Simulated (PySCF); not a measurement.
Lowest triplet excitation (TDA) (eV) of eight silicon and germanium compounds: TDA-PBE beside TDA-ωB97X, computed with PySCF for isolated molecules in the bases named; differences from unrounded values. The eight are the first of their class met in an unordered collection, after screening for sound electronic states; none was chosen by its value. Each molecule has one DFT geometry for both levels.

```
molecule                                                            basis  TDA-ωB97X  TDA-PBE  difference
--------------------------------------------------------------  ---------  ---------  -------  ----------
1,2-dihydrosiline (C₅H₈Si), SMILES C1=CC[SiH2]C=C1              def2-SVPD       2.85        ?           ?
GeH₇NSSi, SMILES N[SiH2][S][GeH3]                               def2-SVPD       5.43        ?           ?
1,3-oxasiletane-2,4-dione (C₂H₂O₃Si), SMILES O=C1OC(=O)[SiH2]1  def2-SVPD       4.09     3.51       -0.58
CH3Cl2NSi2, SMILES Cl[Si]1(Cl)C=N[SiH2]1                        def2-SVPD       3.01     2.77       -0.24
Si(Cl)2(F)(GeH3) (Cl2FGeH3Si), SMILES F[Si](Cl)(Cl)[GeH3]       def2-SVPD       6.47     5.78       -0.69
C₄H₁₂Si₂, SMILES C=C([SiH2][SiH2]C)C                            def2-SVPD       4.22     4.14       -0.08
C3H4O2Si, SMILES C=C1OC(=O)[SiH2]1                              def2-SVPD       4.07     3.90       -0.16
C4H6Ge, SMILES C#C[C](=C)[GeH3]                                 def2-SVPD       3.48        ?           ?
```

### Question
What belongs in the gaps? (An estimate is asked for; the answer gives what the named calculation found.)

### Answer

- GeH₇NSSi, SMILES N[SiH2][S][GeH3], TDA-PBE: 4.51
- GeH₇NSSi, SMILES N[SiH2][S][GeH3], difference: -0.93
- 1,2-dihydrosiline (C₅H₈Si), SMILES C1=CC[SiH2]C=C1, TDA-PBE: 2.71
- 1,2-dihydrosiline (C₅H₈Si), SMILES C1=CC[SiH2]C=C1, difference: -0.14
- C4H6Ge, SMILES C#C[C](=C)[GeH3], TDA-PBE: 3.31
- C4H6Ge, SMILES C#C[C](=C)[GeH3], difference: -0.17

TDA-PBE lies below TDA-ωB97X in 8 and above it in 0 of the eight; the mean signed difference is -0.37 and the largest -0.93 eV.
